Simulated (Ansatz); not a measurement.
Born–Oppenheimer molecular dynamics of AlClFH$_{5}$OSi (10 atoms, charge 0, multiplicity 1). It starts at the highest image of a converged band, a first-order saddle point between two minima.

Theory: RKS PBE0-D4/6-31G* (Ansatz).

```json
{
 "ensemble": "NVE (velocity Verlet)",
 "time step": "0.5 fs",
 "steps asked": "200",
 "starting velocities drawn for": "100 K",
 "seed": "9139"
}
```

Frames 5 fs apart, positions in Å, forces in eV/Å.

Velocities at 35 fs (Å/ps):

```
Al -0.78 2.30 -3.05
Cl 1.51 -1.54 2.12
O -0.91 -0.85 -0.08
Si 0.39 0.23 0.85
H 0.57 -1.04 5.30
H -3.99 -0.34 15.04
H -6.95 -4.54 -3.73
H -3.43 3.32 -2.33
F -0.62 1.12 -2.00
H -3.29 -18.53 8.19
```

```xyz
10
Properties=species:S:1:pos:R:3:forces:R:3 time_fs=35 energy_less_start_eV=0.015 T=85
Al -0.127 0.351 -0.075 -0.43 0.05 -0.28
Cl 0.021 -0.068 2.266 0.18 0.44 0.29
O 1.152 -0.468 -0.817 -0.03 0.12 0.04
Si 2.412 -1.417 -1.245 0.60 0.17 -0.12
H 1.947 -2.597 -2.033 0.02 0.06 0.05
H 3.395 -0.620 -2.098 -0.38 -0.35 0.35
H 3.137 -1.917 -0.017 -0.15 0.10 -0.29
H -1.644 0.102 -0.429 0.10 -0.01 -0.08
F 0.155 1.953 0.535 0.21 -0.07 -0.07
H 0.207 1.257 1.860 -0.13 -0.53 0.12
10
Properties=species:S:1:pos:R:3:forces:R:3 time_fs=40 energy_less_start_eV=0.015 T=86
Al -0.132 0.363 -0.092 -0.26 0.39 -0.34
Cl 0.029 -0.076 2.278 -0.07 -1.15 0.68
O 1.147 -0.471 -0.817 -0.07 0.12 0.07
Si 2.415 -1.415 -1.240 -0.63 -0.24 0.27
H 1.950 -2.598 -2.009 -0.01 -0.02 -0.15
H 3.363 -0.638 -2.014 0.52 0.35 -0.49
H 3.099 -1.935 -0.046 0.21 -0.10 0.34
H -1.647 0.115 -0.448 0.06 -0.06 -0.04
F 0.153 1.958 0.524 0.12 -0.36 -0.32
H 0.185 1.159 1.913 0.14 1.07 -0.04
10
Properties=species:S:1:pos:R:3:forces:R:3 time_fs=45 energy_less_start_eV=-0.043 T=142
Al -0.140 0.378 -0.112 -0.04 0.20 -0.11
Cl 0.037 -0.089 2.294 0.07 0.45 0.16
O 1.142 -0.473 -0.816 0.03 0.08 0.01
Si 2.414 -1.415 -1.234 0.10 0.03 0.16
H 1.953 -2.599 -2.015 0.03 0.10 -0.12
H 3.414 -0.606 -2.008 -0.15 -0.19 0.04
H 3.094 -1.967 -0.019 -0.02 0.11 -0.05
H -1.638 0.116 -0.480 -0.10 -0.05 -0.06
F 0.152 1.958 0.509 0.11 -0.20 -0.14
H 0.182 1.221 1.970 -0.05 -0.53 0.11
10
Properties=species:S:1:pos:R:3:forces:R:3 time_fs=50 energy_less_start_eV=-0.060 T=158
Al -0.149 0.395 -0.132 -0.05 0.07 -0.14
Cl 0.045 -0.100 2.311 0.01 0.37 0.12
O 1.136 -0.473 -0.815 0.11 0.02 0.00
Si 2.414 -1.415 -1.227 0.35 0.17 0.05
H 1.962 -2.579 -2.048 0.04 0.11 -0.02
H 3.443 -0.606 -2.005 -0.40 -0.33 0.26
H 3.089 -1.978 0.002 -0.14 0.16 -0.24
H -1.646 0.104 -0.523 0.02 0.00 0.02
F 0.153 1.956 0.493 0.06 -0.12 -0.14
H 0.174 1.204 2.046 -0.01 -0.45 0.08
10
Properties=species:S:1:pos:R:3:forces:R:3 time_fs=55 energy_less_start_eV=-0.049 T=148
Al -0.158 0.413 -0.154 0.05 -0.12 -0.27
Cl 0.053 -0.111 2.330 -0.16 -1.14 0.31
O 1.133 -0.473 -0.814 0.05 0.06 0.05
Si 2.416 -1.414 -1.219 -0.83 -0.07 0.08
H 1.979 -2.539 -2.087 -0.04 -0.10 0.01
H 3.407 -0.660 -1.961 0.54 0.48 -0.39
H 3.062 -1.959 -0.016 0.16 -0.18 0.35
H -1.649 0.091 -0.562 0.07 0.04 0.08
F 0.155 1.952 0.475 0.02 -0.02 -0.14
H 0.168 1.139 2.134 0.15 1.07 -0.08
10
Properties=species:S:1:pos:R:3:forces:R:3 time_fs=60 energy_less_start_eV=-0.054 T=153
Al -0.166 0.430 -0.178 0.25 -0.42 -0.15
Cl 0.060 -0.126 2.350 0.03 1.13 -0.02
O 1.130 -0.472 -0.812 0.03 0.07 0.03
Si 2.412 -1.413 -1.210 0.12 0.25 -0.19
H 1.987 -2.516 -2.122 -0.02 -0.05 0.14
H 3.454 -0.637 -1.974 -0.19 -0.06 0.22
H 3.057 -1.971 0.021 -0.08 -0.01 -0.12
H -1.641 0.086 -0.583 -0.10 0.03 0.04
F 0.157 1.949 0.455 0.04 0.28 0.00
H 0.185 1.211 2.212 -0.08 -1.22 0.06
10
Properties=species:S:1:pos:R:3:forces:R:3 time_fs=65 energy_less_start_eV=-0.054 T=153
Al -0.172 0.443 -0.204 0.23 -0.39 -0.12
Cl 0.067 -0.136 2.370 -0.22 -1.41 0.11
O 1.127 -0.470 -0.810 -0.01 0.06 0.00
Si 2.409 -1.410 -1.203 0.39 0.27 -0.16
H 1.990 -2.508 -2.125 -0.01 -0.03 0.13
H 3.472 -0.616 -1.950 -0.37 -0.22 0.33
H 3.038 -1.989 0.039 -0.14 0.07 -0.27
H -1.650 0.089 -0.594 -0.07 0.03 0.04
F 0.160 1.948 0.435 0.02 0.27 -0.02
H 0.195 1.110 2.300 0.18 1.35 -0.04
10
Properties=species:S:1:pos:R:3:forces:R:3 time_fs=70 energy_less_start_eV=-0.056 T=154
Al -0.177 0.453 -0.230 0.04 -0.37 0.04
Cl 0.074 -0.152 2.391 0.04 0.92 0.01
O 1.124 -0.467 -0.808 -0.06 0.06 -0.05
Si 2.407 -1.405 -1.197 -0.75 -0.17 0.12
H 1.990 -2.508 -2.102 -0.03 -0.08 -0.06
H 3.429 -0.626 -1.868 0.58 0.45 -0.39
H 2.995 -1.999 0.012 0.17 -0.18 0.35
H -1.673 0.100 -0.595 0.09 0.05 0.04
F 0.162 1.951 0.414 0.01 0.29 -0.01
H 0.231 1.167 2.384 -0.10 -0.98 -0.05
10
Properties=species:S:1:pos:R:3:forces:R:3 time_fs=75 energy_less_start_eV=-0.079 T=176
Al -0.181 0.459 -0.256 0.03 0.02 0.30
Cl 0.080 -0.164 2.412 -0.13 -0.44 -0.05
O 1.121 -0.463 -0.806 0.01 -0.05 -0.14
Si 2.402 -1.401 -1.190 0.26 0.01 0.10
H 1.987 -2.521 -2.087 0.04 0.11 -0.07
H 3.476 -0.567 -1.844 -0.23 -0.24 0.08
H 2.979 -2.038 0.039 -0.03 0.12 -0.11
H -1.680 0.121 -0.587 0.00 -0.01 -0.02
F 0.165 1.958 0.394 -0.02 0.09 -0.07
H 0.257 1.100 2.455 0.07 0.41 -0.03
10
Properties=species:S:1:pos:R:3:forces:R:3 time_fs=80 energy_less_start_eV=-0.062 T=160
Al -0.184 0.466 -0.280 0.03 0.28 0.50
Cl 0.085 -0.178 2.433 -0.04 0.12 -0.05
O 1.117 -0.460 -0.807 0.01 -0.10 -0.18
Si 2.398 -1.397 -1.183 0.50 -0.03 0.14
H 1.992 -2.511 -2.090 0.05 0.12 -0.09
H 3.487 -0.549 -1.814 -0.34 -0.35 0.13
H 2.960 -2.055 0.052 -0.07 0.19 -0.20
H -1.686 0.141 -0.583 -0.07 -0.06 -0.06
F 0.168 1.965 0.372 -0.05 -0.04 -0.11
H 0.296 1.095 2.520 -0.02 -0.14 -0.07
10
Properties=species:S:1:pos:R:3:forces:R:3 time_fs=85 energy_less_start_eV=-0.038 T=137
Al -0.188 0.475 -0.299 -0.11 0.24 0.48
Cl 0.090 -0.193 2.453 0.05 0.58 -0.03
O 1.114 -0.459 -0.810 -0.11 -0.02 -0.14
Si 2.397 -1.394 -1.174 -0.53 -0.38 0.05
H 2.007 -2.476 -2.115 -0.01 -0.03 -0.10
H 3.445 -0.591 -1.769 0.63 0.43 -0.39
H 2.931 -2.038 0.034 0.16 -0.17 0.38
H -1.703 0.148 -0.592 0.10 -0.03 -0.04
F 0.170 1.972 0.350 -0.05 -0.05 -0.09
H 0.334 1.088 2.568 -0.11 -0.58 -0.12
10
Properties=species:S:1:pos:R:3:forces:R:3 time_fs=90 energy_less_start_eV=-0.042 T=141
Al -0.192 0.486 -0.314 -0.07 0.11 0.39
Cl 0.095 -0.205 2.472 -0.25 -0.86 -0.21
O 1.109 -0.457 -0.816 -0.12 -0.01 -0.10
Si 2.393 -1.393 -1.165 0.55 0.01 -0.22
H 2.021 -2.444 -2.160 0.01 0.00 0.10
H 3.500 -0.569 -1.786 -0.26 -0.20 0.20
H 2.927 -2.046 0.076 -0.07 0.05 -0.16
H -1.702 0.148 -0.611 0.07 -0.02 -0.02
F 0.171 1.979 0.326 -0.04 0.03 -0.02
H 0.362 1.021 2.596 0.19 0.89 0.04
```

Of the whole run (100 fs, mean temperature of the second half 147 K): The conserved energy stayed within 0.057 meV per atom of its start (net change 0.057 meV per atom), so the integration is sound. The kinetic energy rose, since the run started high on the potential surface and went downhill. It ends in pieces (AlFH4OSi + ClH), so much of that is their flight and rotation, not heat. A run of 0.1 ps of so small a system gives no equilibrium averages. The orbitals stay closed-shell, which can raise the energy where a bond breaks towards radicals; this wasn't checked here.

Run time: 16 min on 2 threads of Arm Neoverse N1, with other jobs on the host, peak memory 0.21 GiB.
